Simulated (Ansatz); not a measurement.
Consider the ligand exchange at the Si–S bond: `CBS[SiH3]` + `[OH][Ga]([OH])[Cl]` → `[OH][Ga]([Cl])[O][SiH3]` + `CBS`.

Program: Ansatz. Geometries: PBE0-D4/def2-TZVP. ΔE: electronic, gas phase. CCSD(T)/CBS adds triple-zeta CCSD(T) − MP2 to the extrapolated MP2 energy (def2 sets, frozen cores). For Ga outer-core shells are correlated without core-valence functions, which leaves a few kJ/mol of doubt a bond. Scalar relativity is left out up to krypton. One conformer a species, not always the lowest.

```json
{"species": "`CBS[SiH3]`", "CCSD(T)/CBS(def2) energy (Eh)": "-753.96029"}
{"species": "`[OH][Ga]([OH])[Cl]`", "CCSD(T)/CBS(def2) energy (Eh)": "-2535.39139"}
{"species": "`[OH][Ga]([Cl])[O][SiH3]`", "CCSD(T)/CBS(def2) energy (Eh)": "-2825.70879"}
{"species": "`CBS`", "CCSD(T)/CBS(def2) energy (Eh)": "-463.66090"}
```

(1) Work out ΔE.

Largest T1 diagnostic among the species: 0.013.

Results:

(1) ΔE = (-2825.70879) + (-463.66090) − (-753.96029) − (-2535.39139) = -0.01801 Eh = -0.49 eV.

From PBE to PBE0 (25 % exact exchange), in def2-TZVPP and without D4, ΔE moves by −0.06 eV. In def2-TZVPP, CCSD(T) changes the Hartree–Fock value by +0.19 eV (the triples alone add +0.04 eV) and MP2 by +0.22 eV.
